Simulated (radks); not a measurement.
Results of a calculation; reference values are marked as such.
Q: Valence configurations of the lanthanum ion La+ (all share [Xe]). Level of theory: Dirac Kohn-Sham, LDA (Slater exchange, Perdew-Wang correlation), spin-unpolarised, spherical densities, finite nucleus; open shells fill j = l - 1/2 first; Fermi nuclear charge, rms radius 4.855 fm (a radial shooting solver on a logarithmic mesh with Libxc functionals). Order these by energy: 5d2; 4f0.5 5d1.5; 5d1.5 6s0.5; 5d0.5 6s0.5 6p1; 4f1 5d1; 6s0.5 6p1.5; 4f1 5d0.5 6s0.5; 5d1 6p1; 6p2.

A: From the lowest, in eV above it: 5d1.5 6s0.5 0.000; 4f0.5 5d1.5 0.044; 5d2 0.082; 4f1 5d0.5 6s0.5 0.521; 4f1 5d1 0.893; 5d1 6p1 2.877; 5d0.5 6s0.5 6p1 3.154; 6s0.5 6p1.5 5.132; 6p2 6.696. NIST lists [Xe] 5d2 as the ground configuration; this level of theory puts 5d1.5 6s0.5 lower, by 0.082 eV. The energies are those of spherical spin-averaged densities, not of single terms.
